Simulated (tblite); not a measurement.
C5H11OSi (doublet state).
SMILES with atom numbers: `[CH3:1][C@@:2]1([O:3])[CH2:4][CH2:5][C@@H:6]1[SiH3:7]` (hydrogens: H8, H9, H10 on C1; H11, H12 on C4; H13, H14 on C5; H15 on C6; H16, H17, H18 on Si7)

Computed with GFN2-xTB (tblite), gas phase: L-BFGS steps from a force-field or distance-geometry start until the largest atomic force falls under 0.01 eV/Å.

Step 83: E = -599.3729 eV
```
atom  x, y, z in Å  |  force x, y, z in eV/Å
C1     -1.6045   -1.3318   -0.3843    0.041   0.028   0.003
C2     -0.4459   -0.3602   -0.5660   -0.004   0.135  -0.107
O3      0.3085   -0.5614   -1.6047   -0.017   0.035   0.045
C4     -0.8622    1.1650   -0.2954    0.064  -0.048   0.019
C5     -0.0379    1.2905    0.9778    0.046  -0.055   0.026
C6      0.4563   -0.1220    0.7215    0.026  -0.035  -0.010
Si7     2.1600   -0.2376   -0.1495   -0.044   0.014  -0.025
H8     -1.2064   -2.3399   -0.2969   -0.011  -0.040   0.029
H9     -2.1850   -1.0860    0.5007   -0.016  -0.045   0.033
H10    -2.2508   -1.3040   -1.2594    0.003   0.029  -0.011
H11    -1.9376    1.2368   -0.1615    0.011   0.009   0.001
H12    -0.5223    1.7852   -1.1183    0.017  -0.003  -0.018
H13    -0.6231    1.4152    1.8880   -0.036  -0.024  -0.018
H14     0.7413    2.0497    0.9553   -0.052   0.032  -0.028
H15     0.2107   -0.8410    1.5000    0.029   0.026   0.048
H16     3.1197   -0.0885    0.9738   -0.052  -0.022  -0.006
H17     2.4082    0.9197   -0.9988   -0.040  -0.056  -0.006
H18     2.2624   -1.5833   -0.6939    0.036   0.020   0.023
```

Step 84: E = -599.3749 eV
```
atom  x, y, z in Å  |  force x, y, z in eV/Å
C1     -1.6086   -1.3282   -0.3819    0.028   0.038  -0.002
C2     -0.4443   -0.3639   -0.5661   -0.024   0.096  -0.069
O3      0.3118   -0.5772   -1.6004    0.000   0.055   0.020
C4     -0.8515    1.1623   -0.2974    0.062  -0.034  -0.005
C5     -0.0425    1.2808    0.9857    0.053  -0.048   0.021
C6      0.4593   -0.1268    0.7230    0.008  -0.035   0.002
Si7     2.1577   -0.2310   -0.1591   -0.038  -0.011   0.030
H8     -1.2195   -2.3396   -0.2858   -0.015  -0.016   0.032
H9     -2.1895   -1.0678    0.4984   -0.027  -0.065   0.040
H10    -2.2522   -1.3013   -1.2598    0.015   0.026   0.004
H11    -1.9269    1.2502   -0.1788   -0.015  -0.012   0.002
H12    -0.4936    1.7793   -1.1148    0.026   0.008  -0.022
H13    -0.6372    1.3940    1.8912   -0.047  -0.022  -0.022
H14     0.7312    2.0445    0.9775   -0.018   0.050  -0.022
H15     0.2173   -0.8472    1.5014    0.038   0.007   0.026
H16     3.1203   -0.0612    0.9617   -0.065  -0.028  -0.030
H17     2.3899    0.9207   -1.0169   -0.024  -0.022  -0.025
H18     2.2696   -1.5811   -0.6894    0.042   0.013   0.021
```

Step 85: E = -599.3764 eV
```
atom  x, y, z in Å  |  force x, y, z in eV/Å
C1     -1.6124   -1.3243   -0.3790    0.006   0.026   0.005
C2     -0.4433   -0.3662   -0.5668   -0.038   0.033  -0.018
O3      0.3152   -0.5918   -1.5962    0.006   0.072   0.001
C4     -0.8405    1.1599   -0.3003    0.029   0.000  -0.025
C5     -0.0457    1.2711    0.9931    0.036  -0.012   0.007
C6      0.4616   -0.1323    0.7248    0.001  -0.020   0.013
Si7     2.1545   -0.2240   -0.1673   -0.021  -0.033   0.059
H8     -1.2323   -2.3396   -0.2735   -0.019   0.034   0.024
H9     -2.1954   -1.0523    0.4975   -0.015  -0.076   0.019
H10    -2.2528   -1.2985   -1.2602    0.024   0.020   0.023
H11    -1.9172    1.2623   -0.1954    0.015  -0.029  -0.003
H12    -0.4662    1.7746   -1.1133    0.022  -0.001   0.006
H13    -0.6517    1.3743    1.8931   -0.037  -0.019  -0.039
H14     0.7226    2.0405    0.9980   -0.011   0.033  -0.011
H15     0.2240   -0.8547    1.5033    0.040  -0.004  -0.001
H16     3.1206   -0.0386    0.9494   -0.069  -0.026  -0.038
H17     2.3726    0.9227   -1.0325   -0.013   0.005  -0.037
H18     2.2777   -1.5767   -0.6863    0.044  -0.002   0.014
```

**Question.** Estimate the geometry and energy of step 86. (The exact step hangs on the optimiser's Hessian estimate; all steps are aligned on step 85, rigid shifts and turns removed.)

**Answer.** E = -599.3770 eV, largest force 0.098 eV/Å
```
atom  x, y, z in Å  |  force x, y, z in eV/Å
C1     -1.6068   -1.3224   -0.3816   -0.027   0.018  -0.019
C2     -0.4432   -0.3596   -0.5701   -0.038  -0.054   0.072
O3      0.3186   -0.5862   -1.5950    0.045   0.057  -0.065
C4     -0.8400    1.1593   -0.2976    0.019   0.010  -0.031
C5     -0.0460    1.2697    0.9950    0.019   0.000  -0.006
C6      0.4620   -0.1316    0.7268   -0.018  -0.002   0.018
Si7     2.1498   -0.2267   -0.1681    0.008  -0.045   0.031
H8     -1.2276   -2.3375   -0.2817    0.014   0.007   0.022
H9     -2.1870   -1.0569    0.4968   -0.047  -0.054   0.061
H10    -2.2504   -1.2943   -1.2599    0.008   0.022   0.005
H11    -1.9142    1.2629   -0.1897   -0.063  -0.029  -0.005
H12    -0.4678    1.7762   -1.1073    0.046   0.046  -0.044
H13    -0.6527    1.3717    1.8928   -0.059  -0.011   0.011
H14     0.7147    2.0434    0.9957    0.064   0.066   0.013
H15     0.2236   -0.8512    1.5066    0.030  -0.032  -0.012
H16     3.1145   -0.0340    0.9458   -0.042  -0.016  -0.013
H17     2.3687    0.9072   -1.0471    0.002   0.040  -0.040
H18     2.2751   -1.5836   -0.6730    0.038  -0.022   0.003
```

The energy changes by -0.0006 eV. The first-order estimate −F·Δx gives -0.0024 eV and the mean of the old and new forces, exact on a quadratic surface, -0.0006 eV. The step makes an angle of 73° with the force vector and moves no atom by more than 0.022 Å.

What follows is the cost of the whole relaxation. The run took 0.72 s on an Arm Neoverse V2 with one thread, shared host with 96 logical CPUs at a one-minute load of 52.
